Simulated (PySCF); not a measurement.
BrH6SbSi2. Atoms are numbered in the order given.

```xyz
10

Sb    -0.4389    -0.7999     0.0000
Br     1.9007     0.3048     0.0000
Si    -1.2696     0.8340    -1.8539
H     -0.9691     2.2420    -1.4752
H     -2.7440     0.6599    -2.0231
H     -0.5835     0.4864    -3.1298
Si    -1.2696     0.8340     1.8539
H     -0.9691     2.2420     1.4752
H     -0.5835     0.4864     3.1298
H     -2.7440     0.6599     2.0231
```
Charge 0, spin multiplicity 1.

Coordinates come from a B3LYP-D3(BJ)/def2-SVP optimisation. The def2 effective core potentials stand for the cores of Sb; spin–orbit coupling is left out.

These are TDDFT-M06-2X/def2-SVPD in PySCF values and carry that method's errors.

Vertical excitations. Isolated molecule, no solvent. State labels are in the subgroup Cs.

| state | symmetry | energy (eV) | λ (nm) | f | main pairs |
|---|---|---|---|---|---|
| S1 | A' | 3.62 | 343 | 0.009 | HOMO→LUMO 98 % |
| S2 | A" | 4.10 | 303 | 0.001 | HOMO−1→LUMO 98 % |
| S3 | A' | 5.24 | 237 | 0.016 | HOMO−2→LUMO 92 % |
| S4 | A" | 5.33 | 233 | 0.038 | HOMO→LUMO+1 57 %, HOMO−3→LUMO 35 % |
| S5 | A" | 5.51 | 225 | 0.069 | HOMO−3→LUMO 61 %, HOMO→LUMO+1 33 % |
| S6 | A' | 5.57 | 223 | 0.041 | HOMO→LUMO+2 82 % |
| S7 | A' | 5.90 | 210 | 0.108 | HOMO−1→LUMO+1 67 %, HOMO→LUMO+2 11 %, HOMO→LUMO+4 10 % |
| S8 | A" | 6.17 | 201 | 0.310 | HOMO−1→LUMO+2 86 % |
| S9 | A' | 6.37 | 195 | 0.057 | HOMO→LUMO+3 62 %, HOMO−1→LUMO+1 14 %, HOMO→LUMO+4 10 % |
| S10 | A' | 6.61 | 188 | 0.200 | HOMO−4→LUMO 61 %, HOMO→LUMO+3 13 % |
| T1 | A' | 2.96 | 419 | 0 | HOMO→LUMO 93 % |
| T2 | A" | 3.71 | 335 | 0 | HOMO−1→LUMO 96 % |
| T3 | A" | 4.42 | 281 | 0 | HOMO→LUMO+1 81 % |
| T4 | A' | 4.71 | 263 | 0 | HOMO−2→LUMO 60 %, HOMO→LUMO+2 14 %, HOMO−1→LUMO+1 13 % |
Triplets are in the Tamm–Dancoff approximation, which puts them higher than full response would, so one can lie above its singlet here.
